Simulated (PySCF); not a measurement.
# Computed properties of arsine (AsH₃), SMILES [AsH3]

arsine (AsH3), SMILES [AsH3]. Geometry optimised at B3LYP-D3(BJ)/def2-TZVPD. One conformer was computed; it need not be the lowest. All values are computed for the isolated molecule unless a solvent is named; none is compared with measurement here.

**Structure.** The optimised structure has C3v symmetry. All 6 harmonic modes at B3LYP-D3(BJ)/def2-TZVPD (PySCF) are real, so it is a minimum.

**Vibrations.** The strongest infrared lines (harmonic, unscaled, degenerate partners summed) lie at 2190 cm⁻¹ (212 km/mol, H 99 %), 2178 cm⁻¹ (76 km/mol, H 99 %), 931 cm⁻¹ (29 km/mol, H 97 %). The softest mode is at 931 cm⁻¹ and the zero-point energy is 13.6 kcal/mol.

**Electronic structure.** HF/def2-TZVPD (PySCF) places the frontier levels at -10.37 and 2.07 eV, a gap of 12.44 eV, and gives a dipole moment of 0.34 D and a mean polarisability of 34.6 bohr³. PBE/def2-TZVPD (PySCF) at the same geometry gives -6.72 and -0.46 eV, so its gap is 6.18 eV narrower. An orbital gap is neither the optical nor the fundamental gap.

**Excitations.** TDA-M06-2X/def2-TZVPD (PySCF) has S1 at 6.80 eV (182 nm, f = 0.148, bright); the most intense of the 10 singlets computed lies at 9.30 eV (f = 0.20). Strengths of degenerate partners are summed. T1 (TDA) is at 5.89 eV, 0.91 eV under S1. No vertical singlet excitation falls in the visible range (under 3.1 eV).

**NMR.** GIAO shifts at PBE0/pcSseg-2 (PySCF) (non-relativistic, atoms alike by connectivity averaged): ¹H at 2.7 ppm against TMS.
